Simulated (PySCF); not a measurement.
An unknown gives this computed stick spectrum. Method: PySCF 2.14.0, density-fitted response routines, TDDFT CAM-B3LYP/def2-SVPD, vertical, gas phase, core orbitals frozen in the response. Geometries: GFN2-xTB, one conformer each.

```
state  E (eV)  λ (nm)       f
   S1    4.66   266.2  0.0000
   S2    5.48   226.1   0.310
   S3    6.31   196.6  0.0003
   S4    6.62   187.4   0.025
   S5    7.05   175.9  0.0001
   S6    7.65   162.1  0.0001
   S7    7.77   159.5  0.0000
   S8    7.85   158.0   0.043
```

Triplets computed (Tamm–Dancoff): 3.37, 4.24, 5.62 eV.

Task: Which structure fits? All have the formula C5H6ClFO.
A. `C[C@@]1(C(=O)Cl)C[C@H]1F`
B. `C=C[C@H](F)CC(=O)Cl`
C. `F[C@H](Cl)COC1=CC1`
D. `C/C(F)=C(/C)C(=O)Cl`

Result: D. Its S1, at 4.66 eV, is the lowest among the candidates; the nearest of the others has S1 at 5.15 eV. S1 is HOMO-1→LUMO (91%). Löwdin shares by element: HOMO carbon 54% or more, fluorine 9%, oxygen 9% (atoms not listed hold the other 27%); LUMO carbon 58% or more, oxygen 20% (atoms not listed hold the other 22%). At the same level the other candidates give, for their lowest levels:
- `C=C[C@H](F)CC(=O)Cl`: 5.20 eV (f 0.000); 6.45 eV (f 0.001); 6.82 eV (f 0.001); 7.08 eV (f 0.021); 7.56 eV (f 0.353); T1 4.52 eV; HOMO -9.45, LUMO -0.29 eV
- `F[C@H](Cl)COC1=CC1`: 6.38 eV (f 0.019); 6.49 eV (f 0.134); 6.72 eV (f 0.002); 6.99 eV (f 0.017); 7.16 eV (f 0.002); T1 4.30 eV; HOMO -7.99, LUMO 1.15 eV
- `C[C@@]1(C(=O)Cl)C[C@H]1F`: 5.15 eV (f 0.000); 6.54 eV (f 0.024); 6.84 eV (f 0.155); 7.09 eV (f 0.021); 7.31 eV (f 0.013); T1 4.67 eV; HOMO -9.99, LUMO -0.18 eV

Conformer computed: `[CH3:1]/[C:2]([F:3])=[C:4](/[CH3:5])[C:6](=[O:7])[Cl:8]`: C2–C4–C6–O7 0°.
